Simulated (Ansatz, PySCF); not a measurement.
Pair of molecules: SiH4 (SMILES [SiH4]) (first 5 atoms) with H2Se (SMILES [SeH2]); geometry from B3LYP-D3(BJ)/def2-TZVP, rigid monomers moved along the line of their centres of mass till Si1···Se6 is 5.44 Å.
(charge 0, multiplicity 1):
```xyz
8

Si     0.1951    -0.0097     0.0356
H     -0.6141    -1.1760     0.4501
H     -0.4440     1.2378     0.5102
H      0.2729     0.0252    -1.4451
H      1.5616    -0.1160     0.5903
Se    -0.2292     0.0503     5.4635
H      0.1902     1.4523     5.3212
H     -1.6233     0.4021     5.1570
```

Counterpoise-corrected where a basis set is named; no monomer relaxation.

Cores are frozen in the correlated methods. Filled d and f shells under p-block atoms count as core. CBS(a, b) extrapolates the correlation energy as X⁻³ and adds the Hartree–Fock energy of set b.

The values were computed with Ansatz (a quantum-chemistry and plane-wave program) with Gaussian orbitals; PySCF for the dispersion terms. Values without a source in brackets are computed.

PBE/def2-TZVPPD gives -8.7 meV for the interaction energy.

Q: Where do these levels fall relative to PBE: PBE-D3(BJ)/def2-TZVPPD, r2SCAN/def2-TZVPPD, PBE0/def2-TZVPPD, wB97M-V/def2-TZVPPD, MP2/CBS(def2-SVPD, def2-TZVPPD), CCSD(T)/CBS(def2-SVPD, def2-TZVPPD).

A: PBE-D3(BJ)/def2-TZVPPD -9.9; r2SCAN/def2-TZVPPD 1.2; PBE0/def2-TZVPPD 1.6; wB97M-V/def2-TZVPPD -5.5; MP2/CBS(def2-SVPD, def2-TZVPPD) -5.1; CCSD(T)/CBS(def2-SVPD, def2-TZVPPD) -4.6 meV. 2 of 6 lie above PBE; the widest gap is to PBE-D3(BJ)/def2-TZVPPD.
